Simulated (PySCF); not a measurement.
## Name the molecule from its bond curve

A diatomic of charge 0 contains Zn. Its doublet curve at PBE0 in a triple-zeta basis (no relativity, PySCF), in eV from the separated fragments:

R (Å), E (eV) and a bar:
```
    1.388     -0.731 #######################
    1.453     -0.909 ###########
    1.517     -1.009 ###
    1.566     -1.044 #
    1.614     -1.054 
    1.662     -1.043 #
    1.727     -1.004 ####
    1.808     -0.927 #########
    1.905     -0.811 ##################
    2.034     -0.642 ##############################
```

The fit gives ωe = 1565 cm⁻¹ and the rotational constant Bₑ = 6.550 cm⁻¹.

Problem. Which atom is the partner?

Solution. The minimum lies at 1.611 Å, so the reduced mass is 16.8576 u Å² cm⁻¹/(Bₑ·Re²) = 0.9917 u. With Zn at 63.93 u the partner weighs about 1.0 u: H. The molecule is ZnH.

The state is the lowest determinant that a PBE0 search found; another state may lie lower at other levels.
